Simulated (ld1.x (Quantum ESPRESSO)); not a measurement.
## Re, TM: configuration errors across variants

```
Element                 : rhenium
Generator               : ld1.x (Quantum ESPRESSO) 7.5
Type                    : norm-conserving Troullier–Martins (Kleinman–Bylander form)
Functional              : PBEsol
Relativity              : fully relativistic
Frozen core             : [Kr] 4d10 4f14
Valence charge          : 15
Reference configuration : 5s2 5p6 5d5 6s1 6p0 (charge +1)
Partial waves           : 5p (bound): rc 1.55 bohr; 5d (bound): rc 1.80 bohr; 5s (bound): rc 1.40 bohr
Local potential         : the s channel
Core correction         : none
```

Open shells are filled in proportion to 2j + 1 (rel_dist='average').

Occupied shells without a wave of their own: 6s. They enter only through the test configuration that unscreens the potential.

All-electron excitation energies from the reference (eV): (1) 5s2 5p6 5d5 6s2 6p0 -9.299; (2) 5s2 5p6 5d5 6s0 6p0 16.347; (3) 5s2 5p6 5d4 6s0 6p0 43.496; (4) 5s2 5p6 5d5.5 6s1.5 6p0 -8.917; (5) 5s2 5p6 5d5 6s0 6p1 5.810; (6) 5s2 5p6 5d4 6s2 6p0 0.709; (7) 5s2 5p6 5d3 6s0 6p0 82.857.

For the base: The 6s level has no wave, so the channel is fitted at the deeper level alone: the likely source of the large errors.

Tests that are not counted but printed errors over 1 eV. “wave 5s (bound): rc 1.40 bohr becomes 5s (bound): rc 1.90 bohr”: 5s2 5p6 5d5.5 6s1.5 6p0 (pseudo-atom not self-consistent, printed error -2132 eV). “wave 5s (bound): rc 1.40 bohr becomes 5s (bound): rc 2.06 bohr”: 5s2 5p6 5d4 6s2 6p0 (solver errors, printed error -148 eV).

The file “base” misses its own reference levels by 0.7 eV. The file “wave 5s (bound): rc 1.40 bohr becomes 5s (bound): rc 1.42 bohr” misses its own reference levels by 0.9 eV. The file “wave 5s (bound): rc 1.40 bohr becomes 5s (bound): rc 1.62 bohr” misses its own reference levels by 2.2 eV. The file “wave 5s (bound): rc 1.40 bohr becomes 5s (bound): rc 1.90 bohr” misses its own reference levels by 5.0 eV. The file “wave 5s (bound): rc 1.40 bohr becomes 5s (bound): rc 2.06 bohr” misses its own reference levels by 6.7 eV.

Errors AE − PS in meV (a dash: test not solved or not reliable):

```csv
change,(1),(2),(3),(4),(5),(6),(7),bound ghosts
base,+593,-877,-1159,+277,-592,+811,-1496,not determined
wave 5s (bound): rc 1.40 bohr becomes 5s (bound): rc 0.90 bohr,+148,-219,-292,+69,+220,+205,-387,not determined
wave 5s (bound): rc 1.40 bohr becomes 5s (bound): rc 1.12 bohr,+108,-159,-211,+50,–,+148,-281,not determined
wave 5s (bound): rc 1.40 bohr becomes 5s (bound): rc 1.24 bohr,+214,-316,-420,+100,-91,+294,-550,not determined
wave 5s (bound): rc 1.40 bohr becomes 5s (bound): rc 1.42 bohr,+722,-1067,-1409,+338,-745,+984,-1814,not determined
wave 5s (bound): rc 1.40 bohr becomes 5s (bound): rc 1.62 bohr,+1777,-2610,-3394,+839,-1994,+2358,-4309,none
wave 5s (bound): rc 1.40 bohr becomes 5s (bound): rc 1.90 bohr,-18934,-5927,-7612,–,-4693,+5081,-9567,none
wave 5s (bound): rc 1.40 bohr becomes 5s (bound): rc 2.06 bohr,-4467,+7780,+5280,+450,+9553,–,+2388,not determined
```

(1) Give the same row for: wave 5s (bound): rc 1.40 bohr becomes 5s (bound): rc 1.72 bohr.

Answers

(1) +2422, -3538, -4556, +1150, -2757, +3165, -5740; bound ghosts: none.
